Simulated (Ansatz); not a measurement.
Molecule: CH7OSi2, net charge -1, singlet state. It need not be the lowest isomer of its formula. Whether it binds its extra electron was not tested at this geometry. 
Geometry from a B3LYP-D3(BJ)/def2-TZVP (Ansatz, a first-principles code) optimisation:
SMILES: C[SiH2]O[SiH2-]
```xyz
11

C     -1.9737    -0.9468    -0.0909
Si    -0.9911     0.6618    -0.1265
O      0.4876     0.5349     0.4779
Si     1.8595    -0.4418    -0.1251
H     -1.4593    -1.7003    -0.6916
H     -2.0566    -1.3298     0.9293
H     -2.9828    -0.8061    -0.4917
H     -1.0347     1.1506    -1.5423
H     -1.7691     1.6686     0.6665
H      2.1137    -1.2407     1.1753
H      2.9735     0.5783     0.1995
```
Charge -1, spin multiplicity 1.

Total electronic energies in hartree. Correlated levels leave the core frozen unless marked. No spin-orbit coupling. No relativistic terms. CBS marks a two-point X^-3 extrapolation of the correlation energy; Hartree-Fock from the larger set.

```tsv
level	program	energy (Eh)
HF/cc-pV(T+d)Z	Ansatz	-694.81135
PBE0/def2-SVP	Ansatz	[?]
LC-wPBE-D4/def2-TZVPD	Ansatz + dftd4	-696.43875
wB97X-V/def2-TZVPD	Ansatz	-696.54962
MP2/6-31G	Ansatz	-694.87043
RI-MP2/aug-cc-pV(T+d)Z	Ansatz	-695.51419
RI-MP2/cc-pV(T+d)Z	Ansatz	-695.49154
SCS-MP2/cc-pVTZ	Ansatz	-695.49479
SCS-MP2/aug-cc-pV(Q+d)Z	Ansatz	-695.58710
CCSD/6-31G	Ansatz	-694.91227
CCSD/cc-pV(D+d)Z	Ansatz	-695.33679
CCSD/cc-pV(Q+d)Z	Ansatz	-695.60356
CCSD(T)/STO-3G	Ansatz	-686.59288
CCSD(T)/6-31G	Ansatz	-694.91960
CCSD(T)/CBS(aug-cc-pV(T+d)Z,aug-cc-pV(Q+d)Z)	Ansatz	-695.6688
```

### Question
Some entries are withheld; supply them.

### Answer

- PBE0/def2-SVP, energy (Eh): -695.94144
